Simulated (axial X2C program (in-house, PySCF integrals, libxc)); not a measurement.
## Potential curves of BeBa, 2c

All values were computed with an axial X2C code built on PySCF integrals. Two-component (2c) means X2C with spin–orbit coupling and atomic mean-field two-electron Coulomb and Gaunt terms. Basis: Ba dyall-cv3z [14s14p9d5f1g], Be dyall-cv3z [8s8p3d1f] (cores contracted in-house); Gaussian nuclei, density fitting, unrestricted open shells. Masses: Ba 137.905 u, Be 9.012 u.

State: Ω = 2 (⟨Sz⟩ = 1.00, ⟨Lz⟩ = 1.00 at PBE0). Energies in cm⁻¹ from the lowest point of each curve. Fits are polynomials in 1 − R0/R over 0.85 to 1.23 times the lowest point R0.

```json
{"R (Å)": "2.6170", "PBE0": "2368"}
{"R (Å)": "2.7373", "PBE0": "998"}
{"R (Å)": "2.8275", "PBE0": "396"}
{"R (Å)": "2.9178", "PBE0": "83"}
{"R (Å)": "3.0080", "PBE0": "0"}
{"R (Å)": "3.1133", "PBE0": "127"}
{"R (Å)": "3.2186", "PBE0": "430"}
{"R (Å)": "3.3539", "PBE0": "993"}
{"R (Å)": "3.5194", "PBE0": "1821"}
{"R (Å)": "3.7600", "PBE0": "3082"}
```

One determinant describes the state; a PBE0 search over occupations chose it and may have missed a lower one. Density functionals use the spin component along the axis (collinear). Other states lie close and PBE0, whose exact exchange favours high spin, may order them wrongly; the determinant shown need not be the ground state. The nearest other spin-free determinant of the search, M_S = 0, Λ = 1, lies 0.09 eV up at the distance of the search. The functionals have no current-density term, which raises determinants with orbital currents, atoms included. The spin of this state cannot come from the lowest atoms; the curve heads to a higher limit, and no De is given. With several unpaired electrons one determinant need not be a pure state. A state of lower Ω lies just above, and one determinant can place such states too high, so the state shown need not be the lowest. The search has Ω = 1 only 0.06 eV up. Open-shell Ω = 0 determinants with evenly filled partner blocks cannot be reached by this program, so the Ω shown need not be the lowest component.

(1) What are Re and ωe at the PBE0 level?

Results:

(1) At PBE0, 2c: Re = 3.001 Å, ωe ≈ 299 cm⁻¹; Be follows as 0.221 cm⁻¹.
